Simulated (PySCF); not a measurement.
Gas-phase reaction: 2 TaCl3NH + 4 HCl ⇌ 2 TaCl5 + N2H2 + 2 H2

Computed with PySCF (xtb for GFN2) and rigid-rotor harmonic-oscillator thermochemistry at 1 bar. † marks an energy on the PBE0/def2-TZVP geometry and frequencies; other levels use their own. MP2 and CCSD(T) freeze the core. All species are closed-shell singlets. B3LYP is the form with VWN-RPA correlation. Ta: scalar-relativistic def2 core potential, no spin-orbit coupling. TaCl3NH: computed as isolated molecules; such fragments, hydroxides, amides, oligomers or adducts are transient or little studied in the gas. MP2 isn't extrapolated to the basis-set limit. CCSD(T) isn't extrapolated to the basis-set limit.

| level | ΔH°(298 K), kJ |
|---|---|
| B3LYP/def2-TZVP† | ? |
| BLYP/def2-TZVP† | ? |
| CCSD(T)/def2-SVP† | 45 |
| GFN2-xTB | -263 |
| HF/def2-TZVP† | ? |
| MP2/def2-TZVPP† | 73 |
| PBE/def2-SVP | ? |
| PBE0/def2-TZVP | 19 |
| r2SCAN/def2-TZVP† | -21 |
| ωB97M-V/def2-TZVP† | 9 |

Question: Some entries are withheld; supply them.

Answer: 
- B3LYP/def2-TZVP†, ΔH°(298 K), kJ: 32
- BLYP/def2-TZVP†, ΔH°(298 K), kJ: 18
- HF/def2-TZVP†, ΔH°(298 K), kJ: 71
- PBE/def2-SVP, ΔH°(298 K), kJ: -38
